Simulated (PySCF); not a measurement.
Electronic absorption of phenylhydrazine

Species: phenylhydrazine, C6H8N2.
SMILES: `NNc1ccccc1`

Level of theory: PySCF 2.14.0, density-fitted response routines, TDDFT wB97X-D/def2-SVPD, vertical, gas phase, core orbitals frozen in the response. The structure is a single PBE0-D3(BJ)/def2-SVP conformer in the gas phase; no vibrational or solvent corrections. Torsions of this conformer, `[NH2:1][NH:2][c:3]1[cH:4][cH:5][cH:6][cH:7][cH:8]1`: N1–N2–C3–C4 -12°, H–N1–N2–C3 73°, H–N1–N2–C3 -48°.

Q: What does the calculation give for the low-lying excited states?

A: 

| state | E (eV) | λ (nm) | f | main configurations (H = HOMO, L = LUMO) |
| --- | --- | --- | --- | --- |
| S1 | 4.80 | 258.0 | 0.047 | H→L (88%), H-1→L+1 (10%) |
| S2 | 5.63 | 220.4 | 0.181 | H→L+1 (84%), H-1→L (13%) |
| S3 | 5.99 | 207.1 | 0.0053 | H→L+2 (85%) |
| S4 | 6.40 | 193.6 | 0.0062 | H→L+3 (77%) |
| S5 | 6.79 | 182.5 | 0.371 | H-1→L (41%), H-1→L+1 (25%), H→L+4 (12%) |
| S6 | 6.84 | 181.3 | 0.338 | H-1→L (39%), H→L+4 (26%), H-1→L+1 (15%) |

The lowest singlet lies at 4.80 eV (258 nm, ultraviolet) and is of moderate strength; its leading configuration is HOMO→LUMO (88%). The strongest level in the table is S5 at 6.79 eV (183 nm, f = 0.371). Löwdin shares by element: HOMO carbon 39% or more, nitrogen 27% or more (atoms not listed hold the other 34%); LUMO carbon 72% or more (atoms not listed hold the other 28%). Weighted by f, the mean energy of these states is 6.48 eV. The oscillator strengths of these states sum to 0.948; summed over the whole spectrum of an exact calculation they would give the number of electrons, 58 (Thomas–Reiche–Kuhn). Orbital energies (eV): HOMO-3 -10.70, HOMO-2 -9.86, HOMO-1 -9.04, HOMO -7.60, LUMO 1.52, LUMO+1 2.00, LUMO+2 2.44. Only the lowest 6 singlets were computed, as vertical energies without vibronic structure.

The run took 37 s on one thread, Intel Xeon 6975P-C (x86_64), shared host with 192 logical CPUs at a one-minute load of 90, and the process peaked at 1.0 GiB of memory.
